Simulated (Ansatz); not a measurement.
One change: `B/C=[CH]\[GaH][SiH3]` becomes `B/C=C/CC`.

Ansatz, PBE0-D4/def2-TZVP geometries, multiplicity 1. Each molecule was computed in one conformer, which needn't be the lowest.

Scalar relativity is left out up to krypton.

```
                               property  `B/C=[CH]\[GaH][SiH3]`
      HOMO energy (PBE/def2-TZVPP) / eV                   -6.25
   HOMO–LUMO gap (PBE0/def2-TZVPP) / eV                    4.82
     HOMO energy (PBE0/def2-TZVPP) / eV                   -7.28
HOMO–LUMO gap (ωB97M-V/def2-TZVPP) / eV                    8.82
  LUMO energy (ωB97M-V/def2-TZVPP) / eV                   -0.47
      LUMO energy (PBE/def2-TZVPP) / eV                   -3.44
```

Q: What does the change do to each property? (Estimate.)

A: The calculation gave: 
```json
{"property": "HOMO energy (PBE/def2-TZVPP) / eV", "`B/C=C/CC`": "-6.94", "shift": "-0.69"}
{"property": "HOMO–LUMO gap (PBE0/def2-TZVPP) / eV", "`B/C=C/CC`": "6.17", "shift": "1.35"}
{"property": "HOMO energy (PBE0/def2-TZVPP) / eV", "`B/C=C/CC`": "-7.96", "shift": "-0.68"}
{"property": "HOMO–LUMO gap (ωB97M-V/def2-TZVPP) / eV", "`B/C=C/CC`": "10.34", "shift": "1.52"}
{"property": "LUMO energy (ωB97M-V/def2-TZVPP) / eV", "`B/C=C/CC`": "0.20", "shift": "0.67"}
{"property": "LUMO energy (PBE/def2-TZVPP) / eV", "`B/C=C/CC`": "-2.76", "shift": "0.68"}
```

With PBE0 the HOMO falls by 0.68 eV and the LUMO rises by 0.68 eV, so the gap widens by about 1.36 eV. PBE moves the HOMO by -0.69 eV and ωB97M-V by -0.86 eV.
